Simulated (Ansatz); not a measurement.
Ansatz (a first-principles code) input for TaBr3, SMILES [Br][Ta]([Br])[Br] (connectivity only; charge and spin as stated), neutral, multiplicity 3, PBE0/def2-TZVPD. Geometry: PBE0-D3(BJ)/def2-SVP. The multiplicity is an assumed one; other spin states were not compared. The def2 effective core potentials stand for the cores of Ta; spin–orbit coupling is left out.

Ansatz 0.2 input:
```yaml
crystal:
  periodic: [false, false, false]
  atoms:
    - {symbol: Ta, position_ang: [-0.00000000, -0.00000000, -0.08080941]}
    - {symbol: Br, position_ang: [0.00000000, 0.00000001, -2.50387899]}
    - {symbol: Br, position_ang: [0.00000000, -1.99173577, 1.33621215]}
    - {symbol: Br, position_ang: [0.00000000, 1.99173576, 1.33621218]}
basis:
  gaussian:
    orbitals: def2-TZVPD
hamiltonian:
  xc: {name: PBE0}
magnetization: {spin_polarized: true, initial_magnetization: 2}
```

Log of the run:

```
WARN ansatz: RAYON_NUM_THREADS=2 ignored (pool sized by the plan → 2); use --threads N
Functional definition: PBE0
integrals: 0.33 GiB planned
1467 factors; integrals over basis functions are off by at most 1.3e-3 eV
mean field: 2.75 GiB planned
mean field evaluation 1: about -211669.4717 eV, gradient 9.1e0 eV
mean field evaluation 2: about -211669.4249 eV, gradient 1.0e1 eV
mean field evaluation 4: about -211669.9857 eV, gradient 1.0e0 eV
mean field evaluation 8: about -211670.0801 eV, gradient 1.6e-1 eV
mean field evaluation 16: about -211670.0804 eV, gradient 4.5e-4 eV
mean field evaluation 32: about -211669.5520 eV, gradient 2.9e0 eV
mean field -211670.08040252 eV, -7778.7319796590 hartree, gradient 8.2e-6 eV, S^2 2.010663; 3 other end points of the search recorded, 0 dependent functions left out
reference -211670.08045070 eV, -7778.7319814297 hartree; 60, 58 occupied and 154, 156 virtual orbitals, 1467 factors
Total energy: -211670.08045070 eV, -7778.7319814297 hartree
```

Self-consistency was reached.
